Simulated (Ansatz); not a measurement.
Basis sets compared for HgF₂ (the lowest singlet isomer of a short search). Charge 0, multiplicity 1. Geometry B3LYP-D4/def2-TZVP. Ansatz on 2 threads of AMD EPYC 7571 on a shared host; times are rough, and most runs start from earlier orbitals.

```xyz
3

Hg    0.000    0.000    0.000
F    -0.249   -1.906    0.220
F     0.249    1.906   -0.220
```

In the def2 sets Hg takes a core potential; there is no spin–orbit coupling. The structure comes from a short search, and lower isomers may exist.

Binding counts from free atoms (Hg singlet, F doublet) in the same basis, without a counterpoise term.

```tsv
level	functions	energy (Eh)	HOMO (eV)	LUMO (eV)	binding per atom (eV)	wall time
PBE-D4/def2-SVP	60	-352.8433	-7.86	-3.35	1.92	1.5 s
PBE-D4/def2-TZVP (with forces)	105	-353.1114	-8.32	-3.61	1.96	2.7 s
r2SCAN-D4/def2-TZVP	105	-353.2443	-8.75	-3.41	1.86	5 s
PBE0-D4/def2-SVP	60	-352.7941	-9.87	-2.33	1.69	2.3 s
PBE0-D4/def2-TZVP	105	-353.0605	-10.26	-2.55	1.75	3.4 s
```

Estimate the rows for PBE-D4/def2-TZVPD, r2SCAN-D4/def2-TZVPD, PBE0-D4/def2-TZVPD.


```tsv
level	functions	energy (Eh)	HOMO (eV)	LUMO (eV)	binding per atom (eV)	wall time
PBE-D4/def2-TZVPD	126	-353.1159	-8.42	-3.69	1.98	2.9 s
r2SCAN-D4/def2-TZVPD	126	-353.2483	-8.80	-3.44	1.88	6.5 s
PBE0-D4/def2-TZVPD	126	-353.0646	-10.32	-2.62	1.78	4.3 s
```
